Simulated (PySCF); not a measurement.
Calculated NMR data

A single conformation, one averaged value for each set of equivalent atoms, non-relativistic, gas phase. GFN2-xTB structure; σ from GIAO-PBE0/pcSseg-1; PySCF.

Scale: ¹H, ¹³C against TMS (reference shieldings calculated alike). Splittings of carbon signals by F and P are missing where no couplings were computed. Where no couplings were computed, multiplicities follow the n + 1 count of equivalent neighbours, and m marks all less simple cases (inequivalent or close neighbours, rings, F or P nearby). Shifts are as computed. Against solution values, carbons near 30 ppm lie about +3 ppm off and those near 130 ppm about +5 ppm; carbons on Cl a further +6 ppm. Of 1211 compounds with measured shifts, 218 miss one by over three times the rms of a fit or turn the order of signals round; such compounds aren't used in these exercises. Carbons bonded to Cl come out too deshielded.

**1.** SMILES O=C(Cl)CCC(=O)Cl, C4H4Cl2O2. ¹H NMR (400 MHz, computed): δ 3.00 (s, 4H). ¹³C{¹H} NMR (computed): δ 184.0 (C), 44.2 (CH2).

**2.** MeOCOCH(CF3)2, C5H4F6O2. ¹H NMR (400 MHz, computed): δ 4.12 (s, 3H), 3.81 (m, 1H). ¹³C{¹H} NMR (computed): δ 166.0, 130.8, 61.9, 55.5.
